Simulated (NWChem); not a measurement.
Species: SiHI$_{2}$F; SMILES F[SiH](I)I

```xyz
5

Si     0.9459     0.4537     0.0000
F      2.2790    -0.4864     0.0000
I     -0.3371    -0.0244     2.0240
I     -0.3371    -0.0244    -2.0240
H      1.3781     1.8831     0.0000
```
Atoms are numbered in this order, from 1.

Level: PBE-D3(BJ)/def2-SVP with def2 effective core potentials on I (NWChem), optimised geometry, unscaled harmonic frequencies. def2 effective core potentials on I; no spin-orbit coupling.

```tsv
frequency (cm⁻¹)	IR intensity (km/mol)
82	0.1
175	2.6
202	2.1
331	20.7
414	131.3
718	244.5
768	39.8
881	133.7
2210	60.5
```

| Property | Result |
|---|---|
| zero-point energy | 8.3 kcal/mol |
| thermal correction to the enthalpy at 298.15 K (with zero-point energy) | 12.4 kcal/mol |
| heat capacity Cv | 16.7 cal/(mol K) |
| entropy at 298.15 K and 1 atm (symmetry number 1) | 84.8 cal/(mol K) |

Rigid rotor and harmonic oscillator; modes under 100 cm⁻¹ make the entropy uncertain.
